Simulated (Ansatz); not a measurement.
Ansatz (a program for electronic structure) input:

Ansatz 0.2 input:
```yaml
crystal:
  periodic: [false, false, false]
  atoms:
    - {symbol: C, position_ang: [1.78840634, -0.24583356, -0.45933702]}
    - {symbol: C, position_ang: [0.68480763, -0.26612590, 0.29980471]}
    - {symbol: C, position_ang: [-0.53874616, 0.41479298, -0.22568568]}
    - {symbol: O, position_ang: [-1.71505381, -0.01282462, 0.51458474]}
    - {symbol: H, position_ang: [1.85992656, 0.23012145, -1.45842258]}
    - {symbol: H, position_ang: [2.72449023, -0.71108613, -0.13973437]}
    - {symbol: H, position_ang: [-0.74419510, 0.20963982, -1.29238547]}
    - {symbol: H, position_ang: [-0.44992986, 1.50808151, -0.11222288]}
    - {symbol: H, position_ang: [-1.27666818, -0.55116092, 1.19739522]}
basis:
  gaussian:
    orbitals: def2-TZVP
hamiltonian:
  xc: {name: PBE0}
total_charge: -1
```

Predict the final energy.

-192.31963 Eh (PBE0/def2-TZVP). The basis has 154 functions.

It need not be the lowest isomer of its formula. Whether it binds its extra electron was not tested at this geometry.
